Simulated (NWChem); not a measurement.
CH6AlFSi; SMILES [CH3][Al]([F])[SiH3]

```xyz
10

Al     0.0835    -0.5324    -0.0018
F      1.6631    -1.0907     0.0068
C     -1.3191    -1.8798    -0.0011
H     -1.2152    -2.5462    -0.8743
H     -2.3329    -1.4505    -0.0195
H     -1.2373    -2.5203     0.8938
Si    -0.1505     1.9077    -0.0044
H     -1.5848     2.3265    -0.1192
H      0.5985     2.5259    -1.1455
H      0.3928     2.4995     1.2613
```
Atoms are numbered in this order, from 1.

Computed with NWChem. Pople sets run with spherical d functions. The geometry was optimised at PBE0/def2-SVP. Vzz is the largest principal value of the second derivative of the potential at the nucleus (NWChem prints the opposite sign); η is the asymmetry. Non-relativistic.

```json
[
 {"level": "Hartree-Fock/6-31G*", "Vzz Al1 (a.u.)": "___", "η Al1": "0.46"},
 {"level": "Hartree-Fock/def2-SVP", "Vzz Al1 (a.u.)": "1.084", "η Al1": "0.47"},
 {"level": "PBE0/6-31G*", "Vzz Al1 (a.u.)": "0.954", "η Al1": "0.37"},
 {"level": "PBE0/def2-TZVP", "Vzz Al1 (a.u.)": "1.240", "η Al1": "0.41"}
]
```

### Question
Complete the blanks.

### Answer

- Hartree-Fock/6-31G*, Vzz Al1 (a.u.): 1.041
